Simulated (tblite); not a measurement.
Compound: C3H3Br.
Bonds: Br1–C2, C2–C3, C3–C4 (double), C2–C4. Hydrogens: H5 on C2; H6 on C3; H7 on C4.

Computed with GFN2-xTB (tblite), gas phase: L-BFGS steps from a force-field or distance-geometry start until the largest atomic force falls under 0.01 eV/Å.

Step 0: E = -324.3838 eV
```
atom  x, y, z in Å  |  force x, y, z in eV/Å
Br1     1.9925   -0.1390   -1.1139    0.661  -0.351  -0.335
C2      0.6243   -0.2113    0.2257   -0.183   0.410   1.426
C3     -0.7675   -0.5513   -0.0993   -1.134   2.068  -0.347
C4     -0.4916    0.7636    0.0164   -0.824  -1.902   0.195
H5      1.0090   -0.4105    1.2619    0.017   0.162  -1.121
H6     -1.5812   -1.2592   -0.3224    1.190   0.547   0.198
H7     -0.7821    1.8126    0.0044    0.274  -0.934  -0.014
```

**Question.** Estimate the geometry and energy of step 1. (The exact step hangs on the optimiser's Hessian estimate; all steps are aligned on step 0, rigid shifts and turns removed.)

**Answer.** E = -324.5140 eV, largest force 1.731 eV/Å
```
atom  x, y, z in Å  |  force x, y, z in eV/Å
Br1     2.0019   -0.1440   -1.1187    0.370  -0.320  -0.096
C2      0.6217   -0.2055    0.2461   -0.274   0.228   0.358
C3     -0.7837   -0.5218   -0.1043   -1.072  -0.869  -0.386
C4     -0.5034    0.7364    0.0192   -0.332   1.643   0.434
H5      1.0093   -0.4082    1.2459    0.167   0.047  -0.401
H6     -1.5642   -1.2514   -0.3196    0.865   0.383   0.105
H7     -0.7782    1.7992    0.0042    0.278  -1.111  -0.014
```

The energy changes by -0.1302 eV. The first-order estimate −F·Δx gives -0.2416 eV and the mean of the old and new forces, exact on a quadratic surface, -0.1255 eV. The step makes an angle of 0° with the force vector and moves no atom by more than 0.034 Å.

What follows is the cost of the whole relaxation. Time: under 0.1 s of wall time. Hardware: an Intel Xeon Platinum 8488C with one thread, shared host.
